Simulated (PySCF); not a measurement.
**C8H11N: calculation and literature**

Geometry (Å), atoms numbered from 1 in this order:
```xyz
20

C    -1.750   -0.428    1.236
C    -1.004   -0.699   -0.073
C    -1.775   -0.129   -1.265
C     0.388   -0.125   -0.019
C     0.616    1.239    0.141
C     1.920    1.702    0.182
N     2.980    0.919    0.077
C     2.769   -0.377   -0.075
C     1.506   -0.945   -0.128
H    -1.189   -0.822    2.081
H    -1.893    0.639    1.385
H    -2.727   -0.905    1.216
H    -0.921   -1.784   -0.204
H    -1.915    0.944   -1.157
H    -2.755   -0.597   -1.337
H    -1.234   -0.314   -2.191
H    -0.204    1.934    0.232
H     2.131    2.757    0.305
H     3.658   -0.989   -0.156
H     1.394   -2.012   -0.253
```

- coordinates at the GFN2-xTB level
- GIAO PBE0/pcSseg-1 shieldings
- code: PySCF 2.14.0 with density-fitted response routines
- averaged over atoms made equivalent by symmetry, fast rotation or ring inversion, one conformer, in vacuum, non-relativistic

Reference values: estimated from measurements, as parent shift plus tabulated substituent increment (solution, not stated per compound (mostly CDCl3 or CCl4); Pretsch, Buehlmann, Badertscher, Structure Determination of Organic Compounds, 4th ed. (2009)).
| atoms | quantity | reference | computed | computed, scaled |
| --- | --- | --- | --- | --- |
| C4 | δ 13C | 157.1 | 163.9 | 157.5 |
| C6/C8 | δ 13C | 150.2 | 156.1 | 150.0 |
| C5/C9 | δ 13C | 121.8 | 126.5 | 121.1 |

Computed shifts are σ(ref) − σ with the named reference compound (TMS for H and C) calculated as an isolated molecule at the same level. The measured values may be among those fitted. Expected solution values come from regression of measured δ (H and C: mostly CDCl3, vs TMS) on computed σ: 13C (scatter 2.1 ppm rms, 2.3 ppm with the 13 outliers that the fit left out). Occasional misses reach two or three times the rms, and more in compound classes unlike the fitted ones.

How far are the unscaled 13C shifts from the references?

Results:

Mean signed difference +5.80 ppm, mean absolute 5.80 ppm over 3 comparisons; the largest is +6.8 ppm at C4 (substituted aromatic carbon).
